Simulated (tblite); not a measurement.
C₉H₁₅F.
Cartesian coordinates in Å at the GFN2-xTB level; atoms count from 1:
```xyz
25
C9H15F angstrom
C      2.2490    1.9794    0.7269
C      2.3972    0.7887    0.1773
C      1.8438    0.3923   -1.1522
C      0.8256   -0.7576   -1.0366
C     -0.4226   -0.3184   -0.3192
C     -0.5098   -0.6046    1.1537
C     -1.0113   -2.0271    1.4111
C     -1.4062    0.2941   -0.9682
C     -2.7071    0.8109   -0.4465
F     -1.2638    0.5240   -2.3080
H      2.6682    2.2243    1.6884
H      1.7028    2.7648    0.2307
H      2.9534    0.0157    0.6946
H      1.3636    1.2473   -1.6298
H      2.6657    0.0583   -1.7922
H      1.2817   -1.5915   -0.5004
H      0.5706   -1.0918   -2.0441
H      0.4834   -0.4879    1.5904
H     -1.1738    0.1088    1.6419
H     -1.9978   -2.1681    0.9754
H     -0.3387   -2.7574    0.9677
H     -1.0731   -2.2199    2.4795
H     -3.4167    0.8728   -1.2687
H     -3.1101    0.1572    0.3211
H     -2.5850    1.8098   -0.0262
```

All values are computed: GFN2-xTB (tblite) harmonic vibrations without scaling, gas phase. Against measured fundamentals such values can be off by several per cent, at times by over 20. One conformer, not necessarily the lowest. The optimisation stopped once no atom felt more than 0.01 eV/Å.

Lowest wavenumbers of the output (negative numbers stand for imaginary wavenumbers):
```
mode    cm-1
  1     -31.3
  2      24.5
  3      61.6
  4      71.4
  5     102.7
  6     126.7
  7     155.3
  8     195.7
  9     230.4
 10     275.0
```

Task: Is this structure a minimum?

Result: Not by this Hessian. 1 mode is imaginary beyond 20i (31i cm⁻¹), so at this level the point lies at or near a first-order saddle. The curvature is small, so loose convergence or finite differences may be the whole cause.

Task: Which atoms move in the imaginary mode?

Result: 31i: H25 (methyl hydrogen) 36 %, H23 (methyl hydrogen) 31 %, H24 (methyl hydrogen) 25 %. These are shares of the mass-weighted motion.

Task: What is the remedy?

Result: Step along that mode in both directions, optimise again with tighter thresholds and repeat the frequencies. The zero-point energy of this point (134.9 kcal/mol) counts the 68 real modes alone, and thermal corrections from it aren't those of a minimum.
